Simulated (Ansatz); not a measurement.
Start from `CC([SiH3])I` and change one atom or group to get `[SiH3]CI`.

Ansatz, PBE0-D4/def2-TZVP geometries, multiplicity 1. 

Elements past krypton have def2 core potentials.

```tsv
property	`CC([SiH3])I`
LUMO energy (B3LYP/def2-TZVPP) / eV	-1.28
size of the dipole moment (ωB97M-V/def2-TZVPP) / D	1.64
HOMO–LUMO gap (PBE/def2-TZVPP) / eV	4.14
HOMO–LUMO gap (B3LYP/def2-TZVPP) / eV	5.72
LUMO energy (ωB97M-V/def2-TZVPP) / eV	0.86
LUMO energy (PBE/def2-TZVPP) / eV	-1.96
```

Question: What does the change do to each property? (An estimate is asked.)

Answer: The calculation gave: 
| property | `[SiH3]CI` | shift |
| --- | --- | --- |
| LUMO energy (B3LYP/def2-TZVPP) / eV | -1.35 | -0.07 |
| size of the dipole moment (ωB97M-V/def2-TZVPP) / D | 1.36 | -0.28 |
| HOMO–LUMO gap (PBE/def2-TZVPP) / eV | 4.15 | 0.01 |
| HOMO–LUMO gap (B3LYP/def2-TZVPP) / eV | 5.71 | -0.01 |
| LUMO energy (ωB97M-V/def2-TZVPP) / eV | 0.78 | -0.08 |
| LUMO energy (PBE/def2-TZVPP) / eV | -2.02 | -0.06 |

Dipoles are sizes alone; their direction can turn.

B3LYP here is the variant with VWN-RPA as its local correlation; programs differ in this.

Spin–orbit coupling is left out; it splits and shifts lone-pair levels of the heavy atoms by tenths of an eV.
